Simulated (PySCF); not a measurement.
## A single-point calculation

[TaH6]− (singlet). PySCF 2.14.0, RKS B3LYP, Ta def2-SVP with ECP60, H def2-SVP; non-relativistic Hamiltonian with scalar-relativistic core potentials where named; density fitting; no spin-orbit coupling. Purpose: singlet excitations, Tamm-Dancoff B3LYP.

```python
mol = gto.M(atom='''
Ta     0.00000     0.00000     0.09971
H      1.67710    -0.00000     0.84718
H     -0.83855     1.45241     0.84718
H     -0.83855    -1.45241     0.84718
H      1.16623    -0.00000    -1.24916
H     -0.58311     1.00998    -1.24916
H     -0.58312    -1.00998    -1.24916''',
    basis={'Ta': 'def2-SVP', 'H': 'def2-SVP'},
    ecp={'Ta': 'def2-SVP'},
    charge=-1, spin=0)
mf = dft.RKS(mol, xc='B3LYP')
mf.grids.atom_grid = (50, 194)
mf = mf.density_fit()  # fitting sets: Ta def2-universal-JKFIT, H def2-universal-JKFIT
mf.conv_tol = 1e-08; mf.max_cycle = 55
mf.kernel(dm0)  # dm0: converged density of the relaxed state
td = mf.TDA(); td.nstates = 8; td.kernel()
```

Run from Python with OMP_NUM_THREADS=2; the lines above give its settings. Where DIIS fails, smearing, a level shift and second-order steps follow.
It took 5.3 s on 2 threads of Arm Neoverse V1, on a shared host, from an already converged density.

Task: Where do the frontier levels lie, over both spins?

Result: HOMO -2.23 eV, LUMO 2.92 eV. 

Task: What does the SCF print?

Result: 
```
init E= -60.5660843379488
cycle= 1 E= -60.56634962462  delta_E= -0.000265  |g|= 0.0397  |ddm|= 0.158
cycle= 2 E= -60.5646086100871  delta_E= 0.00174  |g|= 0.0827  |ddm|= 0.14
cycle= 3 E= -60.5668636883737  delta_E= -0.00226  |g|= 0.00271  |ddm|= 0.0943
cycle= 4 E= -60.5668658298913  delta_E= -2.14e-06  |g|= 0.000518  |ddm|= 0.00333
cycle= 5 E= -60.5668659147891  delta_E= -8.49e-08  |g|= 6.9e-05  |ddm|= 0.000729
cycle= 6 E= -60.5668659165143  delta_E= -1.73e-09  |g|= 9.19e-06  |ddm|= 9.26e-05
Extra cycle  E= -60.5668659164606  delta_E= 5.37e-11  |g|= 1.66e-05  |ddm|= 3.45e-05
converged SCF energy = -60.5668659164606
```

Task: What are the Mulliken charges and spins?

Result: 
```
atom  charge (e)  spin (e)
 Ta1       0.345     0.000
  H2      -0.283     0.000
  H3      -0.283     0.000
  H4      -0.283     0.000
  H5      -0.165     0.000
  H6      -0.165     0.000
  H7      -0.165     0.000
```

Task: Which singlet excitations follow (Tamm-Dancoff, 8 states)?

Result: 
```csv
state,eV,oscillator strength
1,3.77,0.0169
2,3.78,0.0169
3,3.78,0.0001
4,4.06,0.0079
5,4.06,0.0078
6,4.07,0.0150
7,4.15,0.0619
8,4.16,0.0152
```
For an anion in a basis without diffuse functions, states above the detachment energy aren't bound: they are resonances at best, or continuum confined by the basis.
Functionals without range separation put charge-transfer states too low; the basis has no diffuse functions.

The geometry was relaxed with r2SCAN (Ta def2-SVP with ECP60, H def2-SVP).
